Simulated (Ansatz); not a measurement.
F$_{2}$O$_{2}$W, charge -1, doublet, at a GFN2-xTB geometry (such geometries of metal compounds can be far from the true shape) (the multiplicity is a formal guess) (core potentials on W) (a gas-phase anion, which may not be bound at this level). Base run: Ansatz (an electronic-structure program) with PBE/def2-SVP.

Ansatz was given this input:
Ansatz 0.2 input:
```yaml
crystal:
  periodic: [false, false, false]
  atoms:
    - {symbol: W, position_ang: [0.12437238, -0.02668928, 0.04204265]}
    - {symbol: O, position_ang: [1.37443193, -0.37267944, -1.05924020]}
    - {symbol: O, position_ang: [0.51529214, -0.03283966, 1.69803959]}
    - {symbol: F, position_ang: [-1.06914879, 1.50648899, -0.51881320]}
    - {symbol: F, position_ang: [-1.63322329, -0.92658236, -0.39469247]}
basis:
  gaussian:
    orbitals: def2-SVP
hamiltonian:
  xc: pbe
total_charge: -1
magnetization: {spin_polarized: true, initial_magnetization: 1}
```

Each row names what was changed in the base input (with any setting that the change needs).

| change | basis functions | E (Eh) |
|---|---|---|
| base | 88 | -416.92859 |
| basis = jorge-DZP-DKH; relativity = spin-free X2C | 120 | -16481.53151 |
| basis = x2c-SVPall; relativity = none | 122 | -14004.03455 |
| basis = x2c-TZVPall; relativity = spin-free X2C | 205 | -16496.16830 |
| basis = x2c-SVPall; relativity = spin-free X2C | 122 | -16494.86701 |
| basis = x2c-TZVPall; relativity = spin-free X2C; nucleus = Gaussian | 205 | -16494.21448 |
| basis = x2c-SVPall; relativity = spin-free X2C; nucleus = Gaussian | 122 | -16492.98016 |
| basis = jorge-DZP-DKH; relativity = none | 120 | -15338.83644 |
| basis = jorge-DZP-DKH; relativity = spin-free X2C; nucleus = Gaussian | 120 | -16479.86517 |
| basis = x2c-TZVPall; relativity = none | 205 | -15167.79276 |

Total energies compare only within one method and basis.

Ansatz warned in this series: the basis is contracted for relativity, which the run leaves out.

A gas-phase anion may not be bound at this level; its values then depend on the basis.

Basis sets contracted for a relativistic Hamiltonian are a mismatch without it, so the rows without relativity aren't non-relativistic limits. No row has spin-orbit coupling; sets with core potentials leave out the core electrons.
